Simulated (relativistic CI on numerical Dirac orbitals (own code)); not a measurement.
# One change at a time: Sm⁴³⁺

Base calculation: Dirac-Coulomb-Breit CI, separate exchange-only KLI orbitals for each configuration, QED by a radiative potential, unscaled Slater integrals.

Configuration list (outside the closed core [Ne]): 3s2.3p6.3d, 3s2.3p5.3d2, 3s.3p6.3d2, 3s2.3p6.4s, 3s2.3p6.4p, 3s2.3p6.4d, 3s2.3p5.3d.4s, 3s2.3p6.4f, 3s2.3p5.3d.4p, 3p6.3d3, 3p5.3d4, 3p5.3d3.4s. Double excitations out of closed p, d and f shells are left out; levels of such configurations are missing from the list, as are those of other unlisted configurations, and high levels can miss mixing partners. These lack a partner that the ground configuration has and come out too high: 3s2.3p5.3d.4p.

The lowest level and the first level of each name with at least 55 % of one term (blank where a level has no safe partner in the second run):

```
              Level  Base (eV)  Shift (eV)
  3s2.3p6.3d 2D_3/2      0.000       0.000
  3s2.3p6.3d 2D_5/2     33.269      +1.007
3s2.3p5.3d2 4D°_1/2    198.872      +0.885
3s2.3p5.3d2 4G°_9/2    232.654      +2.315
3s2.3p5.3d2 2F°_5/2    276.004      +2.180
3s2.3p5.3d2 2P°_1/2    279.200      +2.072
  3s.3p6.3d2 4F_3/2    518.683      +0.735
  3s.3p6.3d2 4F_5/2    525.466      +0.992
  3s.3p6.3d2 4P_1/2    540.593      +0.503
  3s.3p6.3d2 4F_7/2    549.895      +1.993
  3s.3p6.3d2 4P_3/2    559.540      +1.394
  3s.3p6.3d2 4F_9/2    561.760      +2.549
  3s.3p6.3d2 2F_5/2    566.684      +1.803
  3s.3p6.3d2 2G_7/2    571.318      +2.122
  3s.3p6.3d2 2P_1/2    578.265      +1.203
  3s.3p6.3d2 2G_9/2    588.852      +2.953
```

At this charge energies of transitions that change n are usually good to better than 1 %, and those within a shell (Δn = 0) to a few per cent.

(1) One thing was changed in a second run, which moved the levels as shown. Which?
A. QED terms removed
B. Breit term removed
C. one mean potential for all configurations
D. configuration mixing switched off

Results:

(1) B. Breit term removed. The Breit term mainly narrows fine-structure intervals, so removing it widens them.

LS names give the leading component of a level, which can be under half, so a name can repeat, a term be missing and a line seem to break the LS rules.
